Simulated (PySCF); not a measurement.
C₂H₆BF₂N, SMILES CNB(F)CF.

The structure is a stationary point at TPSSh-D3(BJ)/def2-SVP. The structure was generated by enumeration, and PubChem lists no compound with its InChIKey, so it may never have been made. Other conformers were not sampled.

The numbers are results of PBE/def2-TZVP in PySCF, not measurements.

Symmetry labels are those of the subgroup Cs that the program uses (full group Cs).

Computed valence orbital energies around the gap with their symmetry:
```tsv
orbital	symmetry	energy (eV)
HOMO−7	A"	-10.74
HOMO−6	A'	-10.53
HOMO−5	A"	-10.18
HOMO−4	A'	-9.46
HOMO−3	A'	-9.29
HOMO−2	A"	-7.94
HOMO−1	A'	-7.20
HOMO	A"	-6.39
LUMO	A'	0.14
LUMO+1	A"	0.15
LUMO+2	A'	0.59
LUMO+3	A'	0.93
```
